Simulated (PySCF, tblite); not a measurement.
Compound: C₇H₁₅OP.
Numbering: `[CH3:1][O:2][CH2:3][CH2:4][P:5]([CH3:6])[CH:7]1[CH2:8][CH2:9]1` (hydrogens: H10, H11, H12 on C1; H13, H14 on C3; H15, H16 on C4; H17, H18, H19 on C6; H20 on C7; H21, H22 on C8; H23, H24 on C9)

Computed geometry: GFN2-xTB, gas phase.

**Question.** Give the optimised bond lengths and angles.

**Answer.** 
| bond | length (pm) | order |
| --- | --- | --- |
| C1–O2 | 140.2 | single |
| O2–C3 | 141.0 | single |
| C3–C4 | 151.9 | single |
| C4–P5 | 186.2 | single |
| P5–C6 | 185.1 | single |
| P5–C7 | 183.9 | single |
| C7–C8, C7–C9 | 150.2 | single |
| C8–C9 | 149.2 | single |
| C1–H10, C1–H11 | 109.8 | single |
| C1–H12 | 108.8 | single |
| C3–H13, C3–H14 | 110.2 | single |
| C4–H15, C4–H16 | 109.3 | single |
| C6–H17, C6–H18, C6–H19 | 108.9 | single |
| C7–H20 | 108.7 | single |
| C8–H21, C9–H24 | 108.0 | single |
| C8–H22, C9–H23 | 108.0 | single |

Bonds in one row agree within 1 pm and their mean is given. Orders are formal, as drawn. A selection of angles:
| angle | degrees |
| --- | --- |
| C1–O2–C3 | 113.0 |
| O2–C3–C4 | 108.7 |
| C3–C4–P5 | 111.3 |
| C4–P5–C6 | 97.2 |
| C4–P5–C7 | 98.3 |
| C6–P5–C7 | 97.6 |
| P5–C7–C8 | 118.5 |
| P5–C7–C9 | 117.6 |
| C8–C7–C9 | 59.6 |
| C7–C8–C9 | 60.2 |

Torsions: C1–O2–C3–C4 179° (antiperiplanar); O2–C3–C4–P5 -176° (antiperiplanar); C3–C4–P5–C6 -176° (antiperiplanar); C4–P5–C7–C8 102° (anticlinal); P5–C7–C8–C9 107° (anticlinal); P5–C7–C9–C8 -109° (anticlinal). The mirror-image conformer, all signs reversed, is as good.

The C–C distances run from 1.492 Å (C8–C9, drawn single) to 1.519 Å (C3–C4, drawn single), a spread of 0.027 Å. The C–P distances run from 1.839 Å (P5–C7, drawn single) to 1.862 Å (C4–P5, drawn single), a spread of 0.023 Å. The 3-membered ring C7–C8–C9 has internal angles of 59.6° to 60.2°. P5 (phosphine phosphorus) is pyramidal (angles 98.3°, 97.6° and 97.2°, sum 293.0°, 0.91 Å off the plane of its three neighbours). Of the pairs four or more bonds apart, H10···H13 is among the closest relative to their van der Waals radii: 2.42 Å, 101 % of the sum of Bondi's values.

Point group: C1 (no symmetry element, even within 0.4 Å). Its GFN2-xTB frequencies are all real (lowest 45 cm⁻¹). The numbers are those of one conformer.
